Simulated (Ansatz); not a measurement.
This geometry of C2H7NOSi2 (13 atoms, charge 0, multiplicity 1) is a first-order saddle point.

Level of theory: Ansatz, RKS PBE/def2-SVP.

```xyz
13
Properties=species:S:1:pos:R:3
C -0.713 0.155 2.286
Si 0.512 0.087 0.856
N 0.328 -1.323 -0.237
C 0.348 -1.048 -1.537
Si 0.112 0.814 -1.876
O 0.256 1.352 -0.260
H -0.648 -0.779 2.877
H -1.743 0.273 1.890
H -0.485 1.010 2.952
H 1.422 -1.375 0.496
H 0.651 -1.837 -2.254
H 1.199 1.430 -2.719
H -1.220 1.205 -2.459
```

(1) Which two structures does it join? (They come from a converged band through this point; their orientation in space is the band's.)

(2) How far does it lie above each of them?

## Answers

(1) Bonds broken: Si2–H10. Bonds formed: N3–H10.

Initial state:

```xyz
13
Properties=species:S:1:pos:R:3
C -0.721 -0.030 2.130
Si 0.576 -0.077 0.785
N 0.304 -1.457 -0.332
C 0.116 -1.091 -1.553
Si 0.178 0.821 -1.868
O 0.463 1.264 -0.261
H -0.653 -0.943 2.756
H -1.740 0.023 1.696
H -0.573 0.851 2.787
H 1.960 -0.178 1.358
H -0.069 -1.870 -2.333
H 1.297 1.258 -2.774
H -1.117 1.394 -2.376
```

Final state:

```xyz
13
Properties=species:S:1:pos:R:3
C -0.647 0.151 2.171
Si 0.865 0.473 1.018
N 0.660 -1.062 -0.074
C 0.407 -0.939 -1.366
Si 0.080 0.884 -1.803
O 0.211 1.485 -0.251
H -0.467 -0.739 2.811
H -1.590 0.009 1.602
H -0.771 1.020 2.850
H 0.908 -2.000 0.276
H 0.474 -1.830 -2.017
H 1.144 1.411 -2.733
H -1.254 1.101 -2.471
```

(2) 2.43 eV above the first and 1.47 eV above the second. This is the barrier of this one path; another mechanism may lie lower. The orbitals stay closed-shell, which can raise the energy where a bond breaks towards radicals; this wasn't checked here.

Run time: 110 s on 2 threads of Intel(R) Xeon(R) Platinum 8488C (Sapphire Rapids) (shared host), peak memory 0.19 GiB.
